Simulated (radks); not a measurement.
Values are calculated unless marked as measured or tabulated.
Valence configurations of Mn III (all share [Ar]). Level of theory: scalar-relativistic Kohn-Sham, PBE, spin-unpolarised, spherical densities, point nucleus (a radial shooting solver on a logarithmic mesh with Libxc functionals). Order these by energy: 3d2.5 4s1.5 4p1; 3d3 4s2; 3d4.5 4p0.5; 3d3 4p2; 3d4 4s1; 3d3 4s1 4p1; 3d5; 3d4 4s0.5 4p0.5; 3d4 4p1.

Answer. From the lowest, in eV above it: 3d5 0.000; 3d4.5 4p0.5 5.745; 3d4 4s1 6.686; 3d4 4s0.5 4p0.5 9.679; 3d4 4p1 12.689; 3d3 4s2 17.506; 3d3 4s1 4p1 24.010; 3d3 4p2 30.574; 3d2.5 4s1.5 4p1 31.464. NIST lists [Ar] 3d5 as the ground configuration; this level of theory agrees among the configurations tried. The energies are those of spherical spin-averaged densities, not of single terms.
